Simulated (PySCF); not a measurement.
Species: CH6GeO2Si.
SMILES with atom numbers: `[O:1]=[CH:2][GeH2:3][O:4][SiH3:5]` (hydrogens: H6 on C2; H7, H8 on Ge3; H9, H10, H11 on Si5)

Method: PBE0-D3(BJ)/def2-SVP geometry optimisation, gas phase in PySCF 2.14.0; density fitting, grid level 1; the optimiser is geomeTRIC in internal coordinates, started from a GFN2-xTB structure with every atom displaced at random (about 0.01 Å).

The end geometry, which sets the zero of energy:
```
atom  x, y, z in Å
O1     -3.2389   -0.2625    0.8727
C2     -2.0461   -0.2376    1.0123
Ge3    -0.8387   -0.7162   -0.5077
O4      0.8386   -0.5480    0.0554
Si5     1.9863    0.6383    0.1973
H6     -1.5788    0.0491    1.9953
H7     -1.0309   -2.1882   -0.8970
H8     -1.0883    0.2339   -1.6944
H9      1.5764    1.6544    1.2178
H10     3.2661    0.0056    0.6249
H11     2.1896    1.3436   -1.1071
```

Problem. These geometries come from the run, each turned onto the end geometry. Order them by energy, lowest first.
A.
```
atom  x, y, z in Å
O1     -3.0110    0.3489    0.8444
C2     -1.9649   -0.2151    1.0228
Ge3    -0.8168   -0.7745   -0.5181
O4      0.8837   -0.6198   -0.0155
Si5     1.9254    0.6590    0.1846
H6     -1.6050   -0.4496    2.0630
H7     -1.0189   -2.2637   -0.8425
H8     -1.1005    0.1425   -1.7208
H9      1.3742    1.6411    1.1721
H10     3.2229    0.1293    0.6902
H11     2.1461    1.3741   -1.1108
```
B.
```
atom  x, y, z in Å
O1     -2.8667    0.5737    0.8955
C2     -1.9609   -0.1468    0.9926
Ge3    -0.8759   -0.8197   -0.5606
O4      0.8220   -0.4327   -0.1303
Si5     1.8884    0.7115    0.1987
H6     -1.6069   -0.4662    1.9943
H7     -0.7665   -2.3224   -0.6894
H8     -1.1447   -0.1348   -1.8746
H9      1.4263    1.5024    1.3800
H10     3.0805   -0.0717    0.5158
H11     2.0396    1.5790   -0.9526
```
C.
```
atom  x, y, z in Å
O1     -3.1709   -0.0594    0.9221
C2     -1.9868   -0.2185    1.0146
Ge3    -0.8405   -0.7372   -0.5432
O4      0.8334   -0.5929    0.0513
Si5     1.9309    0.6382    0.2105
H6     -1.4470   -0.0921    1.9958
H7     -1.0451   -2.2099   -0.9266
H8     -1.0558    0.1977   -1.7471
H9      1.4480    1.6560    1.1977
H10     3.2167    0.0600    0.6924
H11     2.1523    1.3305   -1.0980
```
D.
```
atom  x, y, z in Å
O1     -2.9007    0.5733    0.8482
C2     -1.9587   -0.1753    0.9740
Ge3    -0.8607   -0.8333   -0.5623
O4      0.8135   -0.4963   -0.1281
Si5     1.9267    0.6972    0.2142
H6     -1.6332   -0.5107    1.9982
H7     -0.9428   -2.3724   -0.6744
H8     -1.2426   -0.0997   -1.8669
H9      1.4746    1.5332    1.3708
H10     3.2318    0.0579    0.5602
H11     2.1273    1.5984   -0.9645
```

Solution. C (0.006 eV), A (0.017 eV), D (0.052 eV), B (0.332 eV).

In the order of the answer:

```json
{"step": "13", "E above end (eV)": "0.006", "largest force (eV/Å)": "0.17", "rms force component (eV/Å)": "0.046", "rms distance from end (Å)": "0.109", "rms bond change (Å)": "0.002", "bond most changed (Å)": "Ge3–O4 +0.005"}
{"step": "8", "E above end (eV)": "0.017", "largest force (eV/Å)": "0.08", "rms force component (eV/Å)": "0.024", "rms distance from end (Å)": "0.269", "rms bond change (Å)": "0.002", "bond most changed (Å)": "O4–Si5 +0.005"}
{"step": "1", "E above end (eV)": "0.052", "largest force (eV/Å)": "0.78", "rms force component (eV/Å)": "0.243", "rms distance from end (Å)": "0.382", "rms bond change (Å)": "0.008", "bond most changed (Å)": "Ge3–O4 -0.015"}
{"step": "0", "E above end (eV)": "0.332", "largest force (eV/Å)": "3.91", "rms force component (eV/Å)": "1.073", "rms distance from end (Å)": "0.396", "rms bond change (Å)": "0.032", "bond most changed (Å)": "O4–Si5 -0.058"}
```

What follows is the cost of the whole optimisation. The run took 2.9 min of wall time on one thread of an Arm Neoverse N1, shared host with 64 logical CPUs at a one-minute load of 54, and the process peaked at 0.52 GiB of memory.
